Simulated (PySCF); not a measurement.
## Tc³⁶⁺: ionisation energy

Tc³⁶⁺ [He] 2s2 2p3 [2p1/2^2 2p3/2^1, M_J = 3/2] → Tc³⁷⁺ [He] 2s2 2p2 [2p1/2^2, M_J = 0], as a difference of total energies. All numbers are calculated (PySCF 2.14, the two-component X2C-1e Hamiltonian, in an even-tempered Gaussian basis (17 s from 16 bohr⁻², ratio 2.4; 12 p from 20 bohr⁻², ratio 2.4; 5 d from 72 bohr⁻², ratio 2.6; 4 f from 110 bohr⁻², ratio 2.6)). Correlated levels: nothing frozen; the 32 highest virtual spinors dropped. "Screened" scales the spin-orbit matrix elements by Boettger's factors to mimic the two-electron term; Breit and QED terms are absent.

```json
{"method": "GHF (spin-free)", "ionisation energy (eV)": "5122.6"}
{"method": "GMP2 (spin-free)", "ionisation energy (eV)": "5122.4"}
{"method": "GHF (screened spin-orbit)", "ionisation energy (eV)": "5060.3"}
{"method": "GMP2 (screened spin-orbit)", "ionisation energy (eV)": "5059.6"}
```

For this ion Breit and QED terms and the two-electron picture change, all absent here, outweigh the correlation shift from GHF to GMP2.

The spin-free rows relax to the high-spin LS determinant and lack the spin-orbit shift.

The labels give the starting determinants; with spin-orbit coupling the two ends relaxed to ⟨J²⟩ = 3.75, ⟨L²⟩ = 2.12, ⟨S²⟩ = 1.72 and ⟨J²⟩ = 0.00, ⟨L²⟩ = 1.33, ⟨S²⟩ = 1.33.

For comparison: 5060 ± 40 eV (semi-empirical (NIST evaluation); NIST Atomic Spectra Database, ionization energies).
